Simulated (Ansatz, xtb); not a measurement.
Two conformers of C2H5F3GeO

Structure X is `OC[CH2][Ge]([F])([F])[F]`, a singlet and structure Y is `OC[CH2][Ge]([F])([F])[F]`, a singlet. Both are isolated molecules in the gas phase, relaxed with PBE0-D4/def2-SVP.

X (Å):

| atom | x (Å) | y (Å) | z (Å) |
| --- | --- | --- | --- |
| C | -0.2239 | -0.3772 | 1.0693 |
| C | 0.3321 | -0.6162 | -0.3381 |
| F | 0.9591 | 2.2704 | 0.1531 |
| F | 2.5795 | 1.0171 | -1.6582 |
| F | 0.0345 | 1.6936 | -2.3663 |
| Ge | 0.9623 | 1.0450 | -1.0767 |
| O | -1.1546 | 0.6657 | 1.0937 |
| H | -0.6724 | 1.4975 | 1.1874 |
| H | 0.6083 | -0.2087 | 1.7774 |
| H | -0.7398 | -1.2928 | 1.4005 |
| H | 1.1582 | -1.3438 | -0.3542 |
| H | -0.4598 | -0.9750 | -1.0135 |

Y (Å):

```csv
atom,x (Å),y (Å),z (Å)
C,-1.3898,-1.4605,-0.7836
C,-0.1332,-1.9393,-0.0662
F,0.1343,0.3408,1.9302
F,1.0300,0.8549,-0.6529
F,2.4349,-0.7653,1.0128
Ge,0.8287,-0.3759,0.5268
O,-1.8954,-0.2948,-0.1832
H,-2.2223,-0.5018,0.7003
H,-2.1449,-2.2671,-0.8328
H,-1.1442,-1.1841,-1.8196
H,-0.3654,-2.5102,0.8485
H,0.5200,-2.5683,-0.6898
```

Question: Estimate which is lower in electronic energy at CCSD(T)/def2-SVP + ΔMP2/def2-TZVPP, and by roughly how much.

Answer: CCSD(T)/def2-SVP + ΔMP2/def2-TZVPP gives E(Y) − E(X) = +0.08 kcal/mol, slightly favouring structure X, which is too small a margin to settle the true order.

Level by level:

```csv
level,geometry,E(Y) − E(X) (kcal/mol),departure from the last row (kcal/mol),"job, with rough time for the two"
PBE0-D4/def2-SVP,PBE0-D4/def2-SVP,+0.76,+0.68,"optimisation, 3.1 min"
HF/def2-SVP,PBE0-D4/def2-SVP,0.00,−0.08,part of the CCSD(T) run
MP2/def2-SVP,PBE0-D4/def2-SVP,+0.14,+0.06,part of the CCSD(T) run
CCSD(T)/def2-SVP,PBE0-D4/def2-SVP,+0.14,+0.06,single point
CCSD(T)/def2-SVP + ΔMP2/def2-TZVPP,PBE0-D4/def2-SVP,+0.08,,"single point, 2.5 min"
```

The largest departure from CCSD(T)/def2-SVP + ΔMP2/def2-TZVPP is that of PBE0-D4/def2-SVP, 0.68 kcal/mol. Levels run at GFN2-xTB geometries aren't shown. The last row adds to CCSD(T) the change of the MP2 difference between the two basis sets, here −0.06 kcal/mol.

With thermal terms from frequencies at re-optimised GFN2-xTB minima (ideal gas, soft modes damped towards free rotors, one conformer each, 298.15 K, 1 atm): on the last row, ΔE + ΔZPE = +0.37, ΔH = +0.23, ΔG = +0.94 kcal/mol.

The correlated steps freeze 15 core orbitals; the filled d shell of Ge is correlated, in a basis made for valence electrons. Run with Ansatz 0.2.0, xtb 6.7.1; the last row on 2 threads of Intel(R) Xeon(R) Platinum 8375C CPU @ 2.90GHz (Ice Lake) on a shared host.
